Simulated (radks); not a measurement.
The numbers below are computed, except where a source is named.
Q: Valence configurations of Li I (all share [He]). Code: a radial shooting solver on a logarithmic mesh with Libxc functionals. Model: non-relativistic Kohn-Sham, PBE, spin-polarised, spherical densities, point nucleus; open shells are filled with parallel spins first. Order these by energy: 2s0.5 2p0.5; 2s1; 2p1.

A: From the lowest, in eV above it: 2s1 0.000; 2s0.5 2p0.5 0.938; 2p1 1.866. NIST lists [He] 2s1 as the ground configuration; this level of theory agrees among the configurations tried. The energies are those of spherical high-spin densities, not of single terms.
